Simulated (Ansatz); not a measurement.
`C[Si](F)(P)Cl` + `CC[SiH2][SeH]` → `CC[SiH2]P` + `C[Si](F)(Cl)[SeH]`  (redistribution)

Gas-phase electronic energies from Ansatz, PBE0-D4/def2-TZVP geometries. CCSD(T)/CBS adds triple-zeta CCSD(T) − MP2 to the extrapolated MP2 energy (def2 sets, frozen cores). DFT in def2-TZVPP. B3LYP here is the variant with VWN-RPA as its local correlation; programs differ in this. For Se outer-core shells are correlated without core-valence functions, which leaves a few kJ/mol of doubt a bond. Scalar relativity is left out up to krypton. Each species was taken in one conformer, which may not be the lowest.

| level | ΔE (kcal/mol) |
| --- | --- |
| r2SCAN-D4 | 0.3 |
| B3LYP-D4 | 0.4 |
| PBE | 0.5 |
| HF/def2-TZVPP | 0.9 |
| SCS-MP2/def2-TZVPP | 0.3 |
| CCSD/def2-TZVPP | 0.4 |
| MP2/CBS(def2) | 0.3 |
| CCSD/CBS(def2) | 0.4 |

(1) What does CCSD(T)/CBS give? (Estimate.)

Largest T1 diagnostic among the species: 0.012.

Answers

(1) The calculation gave: +0.3 kcal/mol. The listed levels differ from it by 0.0, 0.1, 0.2, 0.6, 0.0, 0.1, 0.0, 0.1 kcal/mol.

CCSD(T)/CBS has its own doubt, a few kJ/mol and more with outer-core shells, so smaller differences from it don't rank the levels.
